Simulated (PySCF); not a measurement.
Co(NH3)6 (CoH18N6), SMILES [NH3]->[Co+3](<-[NH3])(<-[NH3])(<-[NH3])(<-[NH3])<-[NH3], charge +3, multiplicity 1. Geometry optimised at PBE0-D3(BJ)/def2-SVP. The multiplicity is an assumed one; other spin states were not compared. The isomer is the one that the SMILES or the coordinates give; other isomers of the formula were not compared.

Problem. Give the equilibrium geometry at PBE0-D3(BJ)/def2-SVP (PySCF confirms it by a frequency run) as Cartesian coordinates in Å. (Estimate from the structure and the level; the computed values follow.)

Solution. 
```xyz
25

Co     0.0001    -0.0001     0.0001
N     -1.6778    -0.9917     0.4518
H     -2.4192    -0.4228     0.8816
H     -1.5362    -1.7591     1.1219
H     -2.1470    -1.4477    -0.3415
N     -0.4526    -0.0008    -1.9487
H     -1.4366    -0.2010    -2.1705
H      0.0703    -0.6785    -2.5189
H     -0.2792     0.8995    -2.4147
N      0.4682     0.0795     1.9438
H      1.1825    -0.5919     2.2544
H     -0.3175    -0.0837     2.5873
H      0.8462     0.9885     2.2419
N      1.7203     0.9401    -0.3989
H      1.7398     1.9412    -0.1645
H      2.0148     0.9129    -1.3841
H      2.5279     0.5573     0.1103
N      0.9211    -1.7630    -0.2177
H      1.1606    -2.2477     0.6570
H      1.8122    -1.7276    -0.7301
H      0.3670    -2.4587    -0.7345
N     -0.9793     1.7362     0.1694
H     -0.5023     2.5507    -0.2387
H     -1.1854     2.0299     1.1333
H     -1.8988     1.7400    -0.2915
```
Charge +3, spin multiplicity 1.
